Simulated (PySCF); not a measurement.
**Dipole response of Zr²⁺ (zirconium, charge +2)**

[Kr] 4d1 5s1, high-spin 3D determinant (an excited configuration). Computed with PySCF 2.14 in aug-cc-pwCVDZ-PP with ECP28MDF, with scalar relativity through the core potential. Coupled (time-dependent) response in atomic units; α is the mean over directions. A double-zeta set is small for polarisabilities.

| method | mean α (bohr³) | α xx, yy, zz | C₆ (like pair) | S(−4) |
| --- | --- | --- | --- | --- |
| UHF | 47.51 | 47.19, 47.19, 48.15 | 324.4 | 1733 |
| PBE | 37.25 | 36.98, 36.98, 37.80 | 241.7 | 980.1 |
| PBE0 | 39.66 | 39.24, 39.24, 40.48 | 260.3 | 1138 |
| r2SCANh | 40.33 | 39.57, 39.57, 41.84 | 273.5 | 1115 |
| B97-3 | 38.71 | 38.57, 38.57, 38.98 | 252.3 | 1078 |

S(−4) is the Cauchy moment in α(ω) = α(0) + S(−4) ω² + …

Spin-orbit coupling is absent.

α(iu) at r2SCANh:

| u (hartree) | α(iu) (bohr³) |
| --- | --- |
| 0 | 40.33 |
| 0.0500 | 37.75 |
| 0.100 | 31.88 |
| 0.200 | 20.67 |
| 0.300 | 14.08 |
| 0.500 | 8.262 |
| 0.750 | 5.426 |
| 1.00 | 4.000 |
| 1.50 | 2.487 |
| 2.00 | 1.685 |
| 3.00 | 0.8984 |
| 5.00 | 0.3658 |

A single London oscillator, α(iu) = α/(1 + u²/ω²), gives C₆ = (3/4) ω α². Matching the computed C₆ needs ω = 4 × 273.5 / (3 × 40.33²) = 0.224 hartree.

For an ion, C₆ is the dispersion term alone; charge-induced terms of lower order in 1/R come first.

The components differ because the open shell of this determinant is not spherical; for a pure term their mean is the scalar polarisability.

Energies and moments cover only the electrons outside the core potential.
